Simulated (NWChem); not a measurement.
Everything below was run with NWChem. System: H2AlI, charge 0, spin multiplicity 1, at a geometry optimised with B3LYP/def2-SVP with def2 effective core potentials on I. The structure started from a generated list of species. Level: MP2/def2-SVP with def2 effective core potentials on I, 9 core orbitals frozen.

The NWChem input:

```
start mol
memory heap 200 mb stack 900 mb global 1100 mb
geometry units angstroms nocenter noautoz
  Al     0.000000     0.000000     1.918573
  H     -1.394163     0.000000     2.655550
  H      1.394163     0.000000     2.655550
  I      0.000000     0.000000    -0.570803
  symmetry group C2v
end
basis spherical
  * library def2-svp
end
ecp
  I library def2-ecp
end
scf
  rhf
  nopen 0
  maxiter 100
  thresh 1e-7
  semidirect memsize 60000000 filesize 0
end
mp2
  freeze core 9
end
task mp2 energy
```

Part of the output:

```
             Northwest Computational Chemistry Package (NWChem) 7.3.0
             --------------------------------------------------------

                                NWChem Input Module
                                -------------------

 Scaling coordinates for geometry "geometry" by  1.889725989
 (inverse scale =  0.529177249)

 Turning off AUTOSYM since
 SYMMETRY directive was detected!

                             Geometry "geometry" -> ""
                             -------------------------

 Output coordinates in angstroms (scale by  1.889725989 to convert to a.u.)

  No.       Tag          Charge          X              Y              Z
 ---- ---------------- ---------- -------------- -------------- --------------
    1 Al                  13.0000     0.00000000     0.00000000     1.91857300
    2 H                    1.0000    -1.39416300     0.00000000     2.65555000
    3 H                    1.0000     1.39416300     0.00000000     2.65555000
    4 I                   53.0000     0.00000000     0.00000000    -0.57080300

 Effective nuclear repulsion energy (a.u.)     171.3376996272

            Nuclear Dipole moment (a.u.)
            ----------------------------
        X                 Y               Z
 ---------------- ---------------- ----------------
     0.0000000000     0.0000000000    -0.0000188973

      Symmetry information
      --------------------

 Group name             C2v
 Group number             16
 Group order               4
 No. of unique centers     3

      Symmetry unique atoms

     1    2    4


 Summary of "ao basis" -> "" (spherical)
 ------------------------------------------------------------------------------
       Tag                 Description            Shells   Functions and Types
 ---------------- ------------------------------  ------  ---------------------
 *                          def2-svp                  on all atoms

 Summary of "ao basis" -> "ao basis" (spherical)
 ------------------------------------------------------------------------------
       Tag                 Description            Shells   Functions and Types
[...]
     1   1 0 0      0.000000      0.000000      0.000000
     1   0 1 0      0.000000      0.000000      0.000000
     1   0 0 1      0.604465      0.000000     30.202496

     2   2 0 0    -33.855467      0.000000     13.882087
     2   1 1 0     -0.000000      0.000000      0.000000
     2   1 0 1      0.000000      0.000000      0.000000
     2   0 2 0    -28.715934      0.000000      0.000000
     2   0 1 1      0.000000      0.000000      0.000000
     2   0 0 2    -30.357010      0.000000    250.336193

                   NWChem MP2 Semi-direct Energy/Gradient Module
                   ---------------------------------------------

  Basis functions       =     54
  Molecular orbitals    =     54
  Frozen core           =      9
  Frozen virtuals       =      0
  Active alpha occupied =     11
  Active beta occupied  =     11
  Active alpha virtual  =     34
  Active beta virtual   =     34
  Use MO symmetry       = T
  Use skeleton AO sym   = T

  AO/Fock/Back tols     =   1.0D-09  1.0D-09  1.0D-09

 GA uses MA = F    GA memory limited = T

 Available:
  local mem=  1.26D+08
 global mem=  1.44D+08
 local disk=  0.00D+00
  mp2_memr nvloc                    34
  nvloc new                    34
   1 passes of  11:        3145728                      15485                   1856505.
   1 passes of  11: M    126148179           G      144173368           F     123002451.

 Semi-direct pass number   1 of   1  for RHF alpha+beta  at        0.4s
  vrange nnbf                  1456
  mp2_eaftype                    10  avail_ma_in_mb                  1099
 EAF : mp2_eaftype filesize          10     928253.
  mp2_eaf for mointskh                     10
Node 0 wrote      4.4 Mb in      0.0 s     Agg I/O rate:  1740.6 Mb/s
 Done moints_semi at        1.0s
  mp2_eaftype                    10  avail_ma_in_mb                  1089
 EAF : mp2_eaftype filesize          10     928253.
  mp2_eaf for kh                    10
 Done maket at        1.0s
 Done multipass loop at        1.0s

          -------------------------------------------
          SCF energy                -539.706457504687
          Correlation energy          -0.183241686667
          Singlet pairs               -0.118079972373
          Triplet pairs               -0.065161714294
          Total MP2 energy          -539.889699191354
          -------------------------------------------

          ---------------------------------------------------
                    Spin Component Scaled (SCS) MP2
          Same spin pairs                     -0.043441142863
          Same spin scaling factor             0.333333333333
          Opposite spin pairs                 -0.139800543804
          Opposite spin scaling fact.          1.200000000000
          SCS-MP2 correlation energy          -0.182241033519
          Total SCS-MP2 energy              -539.888698538206
          ---------------------------------------------------

 -----------------------
 Performance information
 -----------------------

 Timer overhead =  1.02D-07 seconds/call

               Nr. of calls         CPU time (s)                 Wall time (s)                GFlops
             ---------------    -------------------     ------------------------------   -------------------
Name         Min   Avg   Max    Min     Avg     Max     Min     Avg     Max   Mx/calls   Min     Max     Sum
mp2: moin     1     1     1   0.59    0.59    0.59     0.59    0.59    0.59    0.59      0.0     0.0     0.0
mp2: make     1     1     1   1.91E-2 1.91E-2 1.91E-2  1.91E-2 1.91E-2 1.91E-2 1.91E-2   0.0     0.0     0.0
mp2: tota     1     1     1   0.63    0.63    0.63     0.63    0.63    0.63    0.63      0.0     0.0     0.0

 The average no. of pstat calls per process was 3.00D+00
 with a timing overhead of 3.05D-07s

 Task  times  cpu:        1.0s     wall:        1.0s

 Total times  cpu:        1.0s     wall:        1.0s
```
